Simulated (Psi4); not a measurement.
Cl2MoO2 (SMILES [O]=[Mo](=[O])([Cl])[Cl]), singlet, geometry from GFN2-xTB (such geometries of metal compounds can be far from the true shape) (core potentials on Mo); PBE/def2-SV(P) in Psi4.

Input for Psi4:
```
memory 2 GB

molecule mol {
0 1
Mo    0.298668   -0.055206    0.098626
O     1.452282   -0.587896   -0.930250
O     0.741126    0.182461    1.654554
Cl   -0.459639    1.801845   -0.663469
Cl   -1.310439   -1.474660    0.078957
}

set {
  basis def2-sv(p)
  reference rks
}

energy('pbe')
print_variables()
```

What the program printed (banner, timings and long lists left out):

```
   => Loading Basis Set <=

    Name: DEF2-SV(P)
    Role: ORBITAL
    Keyword: BASIS

    !!!  WARNING: ECP capability is in beta. Please check occupations closely.  !!!

         ---------------------------------------------------------
                                   SCF
               by Justin Turney, Rob Parrish, Andy Simmonett
                          and Daniel G. A. Smith
                              RKS Reference
         ---------------------------------------------------------

  ==> Geometry <==

    Molecular point group: c1
    Full point group: C1

    Geometry (in Angstrom), charge = 0, multiplicity = 1:

       Center              X                  Y                   Z               Mass
    ------------   -----------------  -----------------  -----------------  -----------------
         MO           0.286522913599    -0.052961225321     0.094615224410    97.905404820000
         O            1.440136913599    -0.585651225321    -0.934260775590    15.994914619570
         O            0.728980913599     0.184705774679     1.650543224410    15.994914619570
         CL          -0.471784086401     1.804089774679    -0.667479775590    34.968852682000
         CL          -1.322584086401    -1.472415225321     0.074946224410    34.968852682000

  Running in c1 symmetry.

  Rotational constants: A =      0.09429  B =      0.06193  C =      0.05162 [cm^-1]
  Rotational constants: A =   2826.70546  B =   1856.50340  C =   1547.57789 [MHz]
  Nuclear repulsion =  339.863415929128621

  Charge       = 0
  Multiplicity = 1
  Electrons    = 64
  Nalpha       = 32
  Nbeta        = 32

  ==> Algorithm <==

  SCF Algorithm Type is DF.
  DIIS enabled.
  MOM disabled.
  Fractional occupation disabled.
  Guess Type is SAD.
  Energy threshold   = 1.00e-06
  Density threshold  = 1.00e-06
  Integral threshold = 1.00e-12

  ==> Primary Basis <==

  Basis Set: DEF2-SV(P)
    Blend: DEF2-SV(P)
    Number of shells: 38
    Number of basis functions: 88
    Number of Cartesian functions: 94
    Spherical Harmonics?: true
    Max angular momentum: 2

  Core potential: DEF2-SV(P)
    Number of shells: 4
    Number of ECP primitives: 14
    Number of ECP core electrons: 28
    Max angular momentum: 3

  ==> DFT Potential <==

   => LibXC <=

    Version 7.1.2
    S. Lehtola, C. Steigemann, M. J. T. Oliveira, and M. A. L. Marques,  SoftwareX 7, 1–5 (2018) (10.1016/j.softx.2017.11.002)

   => Composite Functional: PBE <=

[...]
   @DF-RKS iter   7: -1138.30673257737772   -8.86825e-04   5.80850e-04 DIIS/ADIIS
   @DF-RKS iter   8: -1138.30735246925610   -6.19892e-04   4.53869e-04 DIIS/ADIIS
   @DF-RKS iter   9: -1138.30784632498103   -4.93856e-04   2.13973e-04 DIIS/ADIIS
   @DF-RKS iter  10: -1138.30798076015662   -1.34435e-04   5.91831e-05 DIIS
   @DF-RKS iter  11: -1138.30799345633682   -1.26962e-05   7.50050e-06 DIIS
   @DF-RKS iter  12: -1138.30799369176202   -2.35425e-07   8.64198e-07 DIIS
  Energy and wave function converged.

  ==> Post-Iterations <==

   Electrons on quadrature grid:
      Ntotal   =   64.0000624115 ; deviation = 6.241e-05

    Orbital Energies [Eh]
    ---------------------

    Doubly Occupied:

[...]
    Virtual:

[...]
    Final Occupation by Irrep:
              A
    DOCC [    32 ]
    NA   [    32 ]
    NB   [    32 ]

  @DF-RKS Final Energy: -1138.30799369176202

   => Energetics <=

    Nuclear Repulsion Energy =            339.8634159291286210
    One-Electron Energy =               -2269.4808753405723110
    Two-Electron Energy =                 872.3732093058821420
    DFT Exchange-Correlation Energy =     -81.0637435862003315
    Empirical Dispersion Energy =           0.0000000000000000
    VV10 Nonlocal Energy =                  0.0000000000000000
    Total Energy =                      -1138.3079936917620216

Computation Completed

Properties will be evaluated at   0.000000,   0.000000,   0.000000 [a0]

Properties computed using the SCF density matrix

 Multipole Moments:

 ------------------------------------------------------------------------------------
     Multipole            Electronic (a.u.)      Nuclear  (a.u.)        Total (a.u.)
 ------------------------------------------------------------------------------------

 L = 1.  Multiply by 2.5417464519 to convert [e a0] to [Debye]
 Dipole X            :         16.8420533          -17.2720883           -0.4300351
 Dipole Y            :         -3.1130741            3.1925913            0.0795172
 Dipole Z            :          5.5615556           -5.7035669           -0.1420113
 Magnitude           :                                                    0.4598047

 ------------------------------------------------------------------------------------

  Variable Map:
  ----------------------------------------------------------------------------
[...]
  Array Variable Map:
  ----------------------------------------------------------------------------
[...]
[...]
```
